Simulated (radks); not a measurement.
Removal energies from the palladium ion Pd4+, [Kr] 4d6, by Delta-SCF beside the eigenvalue of the level emptied. All-electron calculation, non-relativistic Kohn-Sham, PBE, spin-polarised, spherical densities, point nucleus. Program: a radial shooting solver on a logarithmic mesh with Libxc functionals. Open shells are filled with parallel spins first.

| removed from | final configuration | Delta-SCF (eV) | -eigenvalue (eV) |
|---|---|---|---|
| 4d | [Kr] 4d5 | 63.754 | 55.829 |
| 4p | [Ar] 3d10 4s2 4p5 4d6 | 113.48 | 104.48 |
| 4s | [Ar] 3d10 4s1 4p6 4d6 | 143.92 | 134.56 |
| 3d | [Ar] 3d9 4s2 4p6 4d6 | 410.63 | 389.60 |
